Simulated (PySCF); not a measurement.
Trends in electronic spectra. Computed with TDDFT CAM-B3LYP/def2-SVPD, vertical, gas phase, core orbitals frozen in the response in PySCF. Geometries: PBE0-D3(BJ)/def2-SVP; one conformer of each isolated species. Triplets are in the Tamm–Dancoff approximation. Relativistic effects are left out although some hold elements past zinc.

Question: Rank by computed lowest singlet excitation energy, highest first.
A. `CC(=S)O[SiH3]`
B. `C=CC[P@](=O)(O)C1=CC=CC=C1`
C. `C=C(OC)[Se]C`
D. `O([C@H]1CS1)[SiH3]`
E. `O=C(O)C1=CC=CC12CC2`
F. `FB(F)[SiH3]`

Answer: F (6.69 eV), B (5.35 eV), D (4.94 eV), C (4.72 eV), E (4.48 eV), A (3.46 eV).

| SMILES | S1 (eV) | α (au) | gap (eV) | first f ≥ 0.01 (nm) | LUMO (eV) | HOMO (eV) | S1 mainly |
| --- | --- | --- | --- | --- | --- | --- | --- |
| FB(F)[SiH3] | 6.69 | 43.9 | 10.55 | 185 | -0.08 | -10.63 | H→L (96%) |
| C=CC[P@](=O)(O)c1ccccc1 | 5.35 | 130.5 | 8.72 | 207 | -0.04 | -8.76 | H-1→L (38%) |
| [SiH3]O[C@H]1CS1 | 4.94 | 73.3 | 9.02 | 199 | 0.86 | -8.16 | H→L (76%) |
| C=C(OC)[Se]C | 4.72 | 84.0 | 8.18 | 263 | 0.89 | -7.29 | H→L (78%) |
| O=C(O)C1=CC=CC12CC2 | 4.48 | 99.0 | 7.29 | 277 | -0.67 | -7.96 | H→L (97%) |
| CC(=S)O[SiH3] | 3.46 | 76.7 | 7.65 | 225 | -0.49 | -8.14 | H→L (99%) |

H and L stand for HOMO and LUMO.

Mean S1 by what the SMILES shows (count): single bonds only 5.82 eV (2); a double or triple bond but no aromatic ring 4.22 eV (3).

- `FB(F)[SiH3]`: Löwdin shares by element: HOMO silicon 34%, boron 27%, fluorine 23% (atoms not listed hold the other 16%); LUMO boron 38%, silicon 26%, fluorine 26%.
- `C=CC[P@](=O)(O)c1ccccc1`: Löwdin shares by element: HOMO carbon 45% or more, oxygen 15% or more (atoms not listed hold the other 40%); LUMO carbon 61% or more (atoms not listed hold the other 39%).
- `[SiH3]O[C@H]1CS1`: Löwdin shares by element: HOMO sulfur 75%, carbon 16%; LUMO sulfur 44%, carbon 22%, silicon 11% (atoms not listed hold the other 22%).
- `C=C(OC)[Se]C`: Löwdin shares by element: HOMO selenium 54%, carbon 37% or more; LUMO selenium 57%, carbon 24% or more (atoms not listed hold the other 19%).
- `O=C(O)C1=CC=CC12CC2`: Löwdin shares by element: HOMO carbon 78% or more (atoms not listed hold the other 22%); LUMO carbon 57% or more (atoms not listed hold the other 43%).
- `CC(=S)O[SiH3]`: S1 has the pattern of n→π* at C=S.
